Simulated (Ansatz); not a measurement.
The multiplicity is imposed and other spin states were not computed.

Computed with frozen-core CCSD(T)/def2-TZVPP // r2SCAN-D4/def2-SVP (Ansatz, a program for electronic structure).

Ansatz 0.2 input:
```yaml
crystal:
  periodic: [false, false, false]
  atoms:
    - { symbol: Ag, position_ang: [-0.006913, -0.026811, 0.075413] }
    - { symbol: N, position_ang: [-1.951163, 0.058253, 0.956747] }
    - { symbol: H, position_ang: [-2.618392, 0.560063, 0.367537] }
    - { symbol: H, position_ang: [-1.944094, 0.525396, 1.865376] }
    - { symbol: H, position_ang: [-2.334782, -0.876379, 1.107558] }
    - { symbol: O, position_ang: [1.773051, 0.030087, -0.763206] }
    - { symbol: H, position_ang: [2.140357, -0.864467, -0.723593] }
basis:
  gaussian: { orbitals: def2-TZVPP }
correlation:
  method: ccsd_t
```

Output:

```
Functional definition: HF
1092 factors; integrals over basis functions are off by at most 1.0e-3 eV
mean field evaluation 1: about -7554.0322 eV, gradient 5.3e1 eV
mean field evaluation 2: about -7554.2958 eV, gradient 5.3e1 eV
mean field evaluation 4: about -7559.5724 eV, gradient 3.9e0 eV
mean field evaluation 8: about -7559.6496 eV, gradient 5.1e-1 eV
mean field evaluation 16: about -7559.6511 eV, gradient 2.8e-6 eV
mean field -7559.65108734 eV, -277.8120533441 hartree, gradient 2.8e-6 eV, S^2 0.000000; 0 other end points of the search recorded, 0 dependent functions left out
2 core orbitals not correlated
reference -7559.65108734 eV, -277.8120533441 hartree; 17, 17 occupied and 155, 155 virtual orbitals, 1092 factors
second order -32.31955867 eV of doubles, -0.00000000 eV of singles
cycle   1  -30.58160470 eV  change     1.7e0 eV  update   1.5e-1
cycle   2  -31.32672568 eV  change   -7.5e-1 eV  update   5.8e-2
cycle   3  -31.53927251 eV  change   -2.1e-1 eV  update   3.0e-2
cycle   4  -31.52822542 eV  change    1.1e-2 eV  update   1.4e-2
cycle   5  -31.50253263 eV  change    2.6e-2 eV  update   6.7e-3
cycle   6  -31.50564997 eV  change   -3.1e-3 eV  update   3.0e-3
cycle   7  -31.50824859 eV  change   -2.6e-3 eV  update   9.7e-4
cycle   8  -31.50761979 eV  change    6.3e-4 eV  update   4.4e-4
cycle   9  -31.50737518 eV  change    2.4e-4 eV  update   1.9e-4
cycle  10  -31.50779366 eV  change   -4.2e-4 eV  update   8.8e-5
cycle  11  -31.50762554 eV  change    1.7e-4 eV  update   4.3e-5
cycle  12  -31.50755046 eV  change    7.5e-5 eV  update   1.9e-5
cycle  13  -31.50760192 eV  change   -5.1e-5 eV  update   7.0e-6
cycle  14  -31.50759085 eV  change    1.1e-5 eV  update   3.0e-6
perturbative correction -1.08802712 eV, -0.0399842593 hartree
Total energy: -7592.24670531 eV, -279.0099202103 hartree
```

Cost: roughly 2.1 core-minutes.
